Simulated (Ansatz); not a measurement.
Consider the isomerisation: `C=C[SiH2]N[SiH3]` → `NC1C[SiH2][SiH2]1`.

Computed with Ansatz on PBE0-D4/def2-TZVP structures; ΔE is electronic, products minus reactants. CBS: MP2 limit from def2 TZ/QZ plus the TZ coupled-cluster correction, frozen cores. DFT in def2-TZVPP. Each species was taken in one conformer, which may not be the lowest.

`C=C[SiH2]N[SiH3]`:

Cartesian coordinates in Å:
```
C -1.467 0.766 2.430
C -0.545 0.945 1.488
Si -0.719 0.231 -0.218
N 0.582 -0.838 -0.603
Si 1.650 -0.823 -1.957
H -2.369 0.190 2.238
H -1.371 1.183 3.429
H 0.341 1.529 1.736
H -0.690 1.291 -1.259
H -2.042 -0.456 -0.243
H 0.725 -1.592 0.056
H 1.335 0.382 -2.762
H 3.075 -0.773 -1.525
H 1.496 -2.035 -2.810
```

`NC1C[SiH2][SiH2]1`:

Z-matrix (Å, degrees):
```
C
C 1 1.558
N 1 1.445 2 119.2
Si 1 1.916 2 97.9 3 -129.0
H 1 1.099 2 107.3 3 122.8
Si 2 1.906 1 98.8 3 158.7
H 2 1.097 1 109.3 3 46.6
H 2 1.093 1 114.2 3 -74.1
H 3 1.012 1 110.9 2 -61.8
H 3 1.014 1 111.3 2 57.6
H 4 1.487 1 118.6 2 -149.4
H 4 1.492 1 109.8 2 84.3
H 6 1.487 2 116.8 1 -145.6
H 6 1.489 2 112.7 1 86.9
```

CCSD(T)/CBS gives +35.8 kcal/mol.

Task: Another level gave +35.7 kcal/mol. Which?
A. PBE-D4/def2-TZVPP
B. r2SCAN-D4/def2-TZVPP
C. ωB97M-V/def2-TZVPP
D. CCSD(T)/def2-TZVPP

Result: D. CCSD(T)/def2-TZVPP 35.7, r2SCAN-D4 31.9, PBE-D4 25.4, ωB97M-V 34.5 kcal/mol.

Largest T1 diagnostic among the species: 0.012.

In def2-TZVPP, CCSD(T) changes the Hartree–Fock value by −13.0 kcal/mol (the triples alone add −1.4 kcal/mol) and MP2 by −13.0 kcal/mol. The D4 term adds −1.3 kcal/mol with B3LYP and −0.6 kcal/mol with PBE0; it sums over pairs of atoms, weighted by their polarisabilities, and B3LYP, whose exchange is more repulsive, gets the larger term.

B3LYP here is the variant with VWN-RPA as its local correlation; programs differ in this.
